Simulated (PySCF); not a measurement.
How methods differ on the excitation energy of O²⁺

O²⁺ [He] 2s2 2p2 (3P) → O²⁺ [He] 2s2 2p1 3s1 (3P), as a difference of total energies. All numbers are calculated (PySCF 2.14, no relativity, point nucleus, in aug-cc-pVTZ with one added diffuse shell each of s, p, d, f type (6s5p4d3f, 62 functions)). Correlated levels: valence: 1s2 frozen. The calculations carry no spin-orbit coupling.

| method | excitation energy (cm⁻¹) |
| --- | --- |
| UHF | 269430 |
| MP2 (valence) | 269730 |
| SCS-MP2 (valence) | 268880 |
| CCSD (valence) | 268150 |
| CCSD(T) (valence) | 267980 |

The promoted electron is Rydberg-like, and one or two diffuse shells describe it only roughly, which tends to raise the upper state.
